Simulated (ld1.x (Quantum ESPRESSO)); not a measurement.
**Varying the TM potential for scandium**

Base potential:

* Element: scandium
* Generator: ld1.x (Quantum ESPRESSO) 7.5
* Type: norm-conserving Troullier–Martins (Kleinman–Bylander form)
* Functional: LDA (PZ)
* Relativity: fully relativistic
* Frozen core: [Ne]
* Valence charge: 11
* Reference configuration: 3s2 3p6 3d1 4s2 4p0
* Partial waves: 3s (bound): rc 1.05 bohr; 3p (bound): rc 1.65 bohr; 3d (bound): rc 2.70 bohr
* Local potential: all-electron potential smoothed inside 0.80 bohr (lloc = -2)
* Core correction: none

Open shells are filled in proportion to 2j + 1 (rel_dist='average').

Occupied shells without a wave of their own: 4s. They enter only through the test configuration that unscreens the potential.

Cutoffs, loose and tight: the cutoffs (Ry, on a coarse ladder) from which the occupation-weighted sum of valence levels, in a spherical-Bessel basis at the reference potential, stays within 10 and 1 mRy of its value at 400 Ry. They do not see the model core or the augmentation charge, which bear on the density cutoff. Test errors are all-electron minus pseudo excitation energies from the reference, over the configurations 3s2 3p6 3d1 4s1 4p0; 3s2 3p6 3d1 4s0 4p0; 3s2 3p6 3d0 4s0 4p0; 3s2 3p6 3d2 4s1 4p0; 3s2 3p6 3d1 4s1 4p1; 3s2 3p5 3d1 4s2 4p0; 3s2 3p6 3d1 4s1.5 4p0. A dash means not determined; rows that change the core or the reference have their own tests.

A true bound ghost makes a file unfit for plane-wave use even where its test errors are small: the radial tests pick states by their node count and pass the ghost by. Where a test does run into it, the solver fails or the error is huge.

Cutoffs are not given where the Bessel-basis levels miss the radial ones by over 6 mRy, ghosts where they miss by over 20 mRy; a channel whose overlap is not positive is not tested.

On the changes marked as counting shells twice: ld1.x takes every shell without a wave as core, so the model core holds the marked electrons as well and exchange and correlation see them twice. This cancels in the reference configuration, but the file is broken for other ones, and its errors say nothing about a proper core correction.

| change | outcome | cutoff, loose | cutoff, tight | bound ghosts | largest test error (meV) |
| --- | --- | --- | --- | --- | --- |
| base | generated | – | – | none | -273 |
| wave 3s (bound): rc 1.05 bohr becomes 3s (bound): rc 0.92 bohr | generated | – | – | none | -255 |
| core correction a·sin(br)/r model core inside 1.20 bohr (4s counted twice) | generated | – | – | none | -1218 |
| all radii scaled by about 1.13 (s 1.18, p 1.86, d 3.04 bohr); local potential all-electron potential smoothed inside 0.90 bohr (lloc = -2) | generated | – | – | none | -282 |
| scalar-relativistic | generated | 110 Ry | 180 Ry | none | -275 |

Question: What comes out with this change to the base: local potential the d channel?

Answer: outcome: generated; cutoff, loose: 110 Ry; cutoff, tight: 180 Ry; bound ghosts: none; largest test error (meV): -981.

Question: What comes out with this change to the base: core [Ar], valence charge 3; reference 3d1 4s1.5 4p0.5; waves now 4s (bound): rc 3.25 bohr; 4p (bound): rc 3.25 bohr; 3d (bound): rc 1.50 bohr; local potential all-electron potential smoothed inside 1.15 bohr (lloc = -1); core correction Bessel-smoothed model core inside 1.30 bohr?

Answer: outcome: generated; cutoff, loose: 70 Ry; cutoff, tight: 90 Ry; bound ghosts: s, p3/2, p1/2; largest test error (meV): -261 over the solved tests; 1 of 7 tests not solved or not reliable.
